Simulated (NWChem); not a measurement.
System meant: CH6GeSi, singlet; SMILES [CH3][Ge][SiH3]

Input file for NWChem:

```
start job
memory heap 200 mb stack 900 mb global 1100 mb
geometry units angstroms noautoz
  Ge    -0.514177     0.650383     0.037036
  C      1.414679     1.235942    -0.025319
  H      1.715556     1.138124    -1.095245
  H      2.115879     0.601049     0.554739
  H      1.533858     2.297922     0.266018
  Si     0.102381    -1.750422     0.012910
  H      0.396194    -2.058781     1.469512
  H      1.363580    -2.075925    -0.755806
  H     -0.976558    -2.710169    -0.423250
end
basis spherical
  * library def2-svp
end
dft
  xc pbe0
  iterations 4
  mulliken
end
task dft energy
```

End of the output:

```
    Atom       Charge   Shell Charges
 -----------   ------   -------------------------------------------------------
    1 Ge  32    31.82   2.00  2.00  1.97  1.07  0.60  5.99  5.81  1.16  1.07  7.80  2.04  0.32
    2 C    6     6.27   1.96  0.60  0.35  1.85  1.46  0.04
    3 H    1     0.95   0.61  0.27  0.07
    4 H    1     0.96   0.62  0.27  0.07
    5 H    1     0.96   0.63  0.27  0.07
    6 Si  14    13.80   2.00  1.94  0.71  0.39  5.82  1.32  1.45  0.18
    7 H    1     1.08   0.62  0.43  0.02
    8 H    1     1.08   0.63  0.43  0.02
    9 H    1     1.08   0.63  0.43  0.02

 center of mass
 --------------
 x =  -0.17348772 y =   0.14838384 z =  -0.00203196

 moments of inertia (a.u.)
 ------------------
         577.930701930285           0.000000000000          -0.000000000000
           0.000000000000         214.396745066529          -0.000000000003
          -0.000000000000          -0.000000000003         760.164701974287

     Multipole analysis of the density
     ---------------------------------

     L   x y z        total         alpha         beta         nuclear
     -   - - -        -----         -----         ----         -------
     0   0 0 0      0.000000    -29.000000    -29.000000     58.000000

     1   1 0 0      0.256449      0.128224      0.128224      0.000000
     1   0 1 0      0.369689      0.184845      0.184845      0.000000
     1   0 0 1     -0.074687     -0.037344     -0.037344      0.000000

     2   2 0 0    -31.566347    -75.647560    -75.647560    119.728773
     2   1 1 0      1.215204     -6.609768     -6.609768     14.434739
     2   1 0 1     -0.095017      0.090933      0.090933     -0.276884
     2   0 2 0    -32.687499   -173.978682   -173.978682    315.269865
     2   0 1 1     -0.057579      0.253365      0.253365     -0.564308
     2   0 0 2    -28.227988    -22.090787    -22.090787     15.953585

 ------------------------------------------------------------------------
 dft energy failed                                                                                  0
 ------------------------------------------------------------------------
 ------------------------------------------------------------------------
  current input line :
    22: task dft energy
 ------------------------------------------------------------------------
 ------------------------------------------------------------------------
 This type of error is most commonly associated with calculations not reaching convergence criteria
 ------------------------------------------------------------------------
 For more information see the NWChem manual at https://nwchemgit.github.io

0:dft energy failed:Received an Error in Communication
```

**Question.** Can this run be used? If not, why, and what is the fix?

**Answer.** The run did not converge; its last values are not results. Cause: the SCF was allowed too few iterations. This input runs:
```
start job
memory heap 200 mb stack 900 mb global 1100 mb
geometry units angstroms noautoz
  Ge    -0.514177     0.650383     0.037036
  C      1.414679     1.235942    -0.025319
  H      1.715556     1.138124    -1.095245
  H      2.115879     0.601049     0.554739
  H      1.533858     2.297922     0.266018
  Si     0.102381    -1.750422     0.012910
  H      0.396194    -2.058781     1.469512
  H      1.363580    -2.075925    -0.755806
  H     -0.976558    -2.710169    -0.423250
end
basis spherical
  * library def2-svp
end
dft
  xc pbe0
  iterations 150
  mulliken
end
task dft energy
```
It converges to -2407.34684 Ha (PBE0/def2-SVP).
